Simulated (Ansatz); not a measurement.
Question: Predict a relaxed structure of GeH2Me(NHMe) (C2H9GeN), charge 0, singlet, at PBE0-D4/def2-SVP (Ansatz).

Answer: 
Cartesian coordinates in Å:
```
Ge 0.578 0.370 0.549
H 1.983 -0.243 0.372
H 0.715 1.917 0.479
C -0.237 -0.149 2.239
H 0.372 0.201 3.085
H -0.327 -1.243 2.295
H -1.241 0.292 2.335
N -0.458 -0.330 -0.797
C -0.074 -0.173 -2.179
H -1.455 -0.191 -0.655
H -0.186 0.853 -2.589
H 0.985 -0.453 -2.307
H -0.656 -0.850 -2.828
```
 This is one stationary point.
